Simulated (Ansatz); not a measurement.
Cartesian coordinates in Å:
```
C -0.915 0.187 1.514
Si -0.096 0.753 -0.050
Cl -1.507 1.677 -1.232
Cl 1.341 2.149 0.431
Ge 0.937 -0.962 -1.331
H -1.700 -0.538 1.286
H -1.362 1.037 2.033
H -0.182 -0.282 2.174
H -0.113 -2.006 -1.747
H 1.577 -0.356 -2.586
H 2.022 -1.657 -0.491
```

Total charge 0; spin multiplicity 1.

Task: List the r2SCAN/def2-TZVPP orbital energies in eV (the Gaussian-basis code of Ansatz). (Estimate.)

Result: The calculation gave: Occupied: -10834.24, -2753.44, -2753.44, -1792.88, -1349.38, -1199.43, -1199.42, -1199.42, -273.21, -254.84, -254.84, -193.38, -193.38, -193.24, -193.24, -193.24, -193.24, -167.54, -143.13, -117.23, -117.22, -117.21, -98.05, -98.01, -97.92, -30.52, -30.52, -30.49, -30.45, -30.45, -21.96, -21.30, -18.74, -14.79, -12.83, -11.17, -10.97, -10.17, -9.91, -9.31, -8.97, -8.82, -8.38, -8.36, -8.09, -7.13. Lowest empty: -0.65, -0.55, 0.04, 0.57, 0.87, 1.49, 1.62, 2.18.
